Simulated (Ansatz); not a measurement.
Stepwise reaction of `N[SiH2]B(F)F` with hydrogen, as a gas-phase model of exchange steps in deposition or etching. ΔE in kJ/mol; ΔG adds harmonic PBE0-D4 terms to CCSD(T)/CBS, at 1 bar.

Computed with Ansatz on PBE0-D4/def2-TZVP structures; ΔE is electronic, products minus reactants. CCSD(T)/CBS is the MP2 limit (def2-TZVPP, def2-QZVPP) plus CCSD(T) − MP2 in def2-TZVPP, frozen cores. This one scheme is used for every species. DFT in def2-TZVPP. B3LYP here is the variant with VWN-RPA as its local correlation; programs differ in this. One conformer a species, not always the lowest.

```json
{"step": "1", "reaction": "`N[SiH2]B(F)F` + H₂ → `N[SiH2]BF` + H–F", "PBE-D4": "148.2", "B3LYP-D4": "150.6", "ωB97M-V": "151.0", "CCSD(T)/CBS": "142.8", "ΔG(600 K)": "143.0"}
{"step": "2", "reaction": "`N[SiH2]BF` + H₂ → `B[SiH2]N` + H–F", "PBE-D4": "123.4", "B3LYP-D4": "123.9", "ωB97M-V": "122.1", "CCSD(T)/CBS": "114.1", "ΔG(600 K)": "113.7"}
```

Q: By hand: ΔE of the 2 steps together at CCSD(T)/CBS.

A: (142.8) + (114.1) = 256.9 kJ/mol, or 128.4 kJ/mol a step.

In ΔE each step is lower than the one before. All are uphill at CCSD(T)/CBS. ΔG lies between 113.7 and 143.0 kJ/mol a step. PBE-D4 differs from CCSD(T)/CBS by 5.4 to 9.3 kJ/mol a step. Isolated molecules leave out the surface, adducts and barriers. Largest T1 diagnostic: 0.013.
